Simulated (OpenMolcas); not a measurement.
Hg+: effect of the basis set

| Quantity | Value |
| --- | --- |
| Program | OpenMolcas |
| Method | SS-CASPT2, IPEA 0.25 Eh, imaginary shift 0.1 Eh (closed shells correlated: 5d) |
| Active space | 1 electron in 4 orbitals (6s 6p) |
| State averaging | 2S+1 = 2 even, 1 root; 2S+1 = 2 odd, 3 roots |
| Spin-orbit coupling | RASSI with atomic mean-field integrals over the reference wave functions, term energies averaged over their components |

A. ANO-RCC-VDZP [7s6p4d2f], DKH2, point nucleus; CASPT2 step of the order of 0.6 core-seconds
B. ANO-R2 [8s6p5d3f1g], X2C, finite nucleus; CASPT2 step about 0.8 core-seconds
C. ANO-RCC-VTZP [8s7p5d3f1g], X2C, point nucleus; CASPT2 step of the order of 0.9 core-seconds
D. ANO-RCC-VTZP [8s7p5d3f1g], DKH2, point nucleus; CASPT2 step about 1.2 core-seconds
E. ANO-R3 [8s7p6d3f2g1h], X2C, finite nucleus; CASPT2 step about 1.9 core-seconds
F. ANO-RCC-VQZP [9s8p6d4f2g1h], DKH2, point nucleus; CASPT2 step about 4 core-seconds

Energies in cm-1 above 6s 2S 1/2, the measured ground level; measured values from NIST Handbook of Basic Atomic Spectroscopic Data.

```csv
Level,A,B,C,D,E,F,Measured
6s 2S 1/2,0.0,0.0,0.0,0.0,0.0,0.0,0.0
6p 2P* 1/2,55224,61256,54978,54737,61267,54030,51486
6p 2P* 3/2,62033,72989,61374,61130,72998,61058,60608
```

Deviations, from unrounded energies. A percentage is the sum of absolute deviations over the sum of measured energies, with the sign that they share, or ± where signs differ.

```tsv
Against measurement	Levels	A	B	C	D	E	F
mean absolute deviation (cm-1)	2	2600	11000	2100	1900	11000	1500
other configurations (%)	2	+4.6	+19.8	+3.8	+3.4	+19.8	+2.7
```

F lies closest to measurement on these levels and E furthest from it. The largest miss of F in the table is 6p 2P* 1/2, by +2500 cm-1. The ranking rests on the paired levels alone, and a cruder setting can come out closer through cancelling errors.

Among A to F the level of the table that moves most is 6p 2P* 3/2, by 12000 cm-1 (lowest in F, highest in E).

Spin-orbit splittings of 6p shells tend to come out small when the coupling is added on scalar orbitals. With one active electron, CASPT2 adds the correlation within the correlated inactive shells and between them and that electron, and leaves the splitting within a term as the reference gives it. The ANO-R sets hold no well-fitted valence p shell for this element, so s → p excitations can come out far too high (holds for B; E). Computed and measured levels are paired by configuration, term and J; levels that our copy of the source lacks, or whose pairing is in doubt (as where it misses far off the trend of its configuration), stay unpaired and out of the deviations. Only configurations of the active space appear.

* marks odd parity.
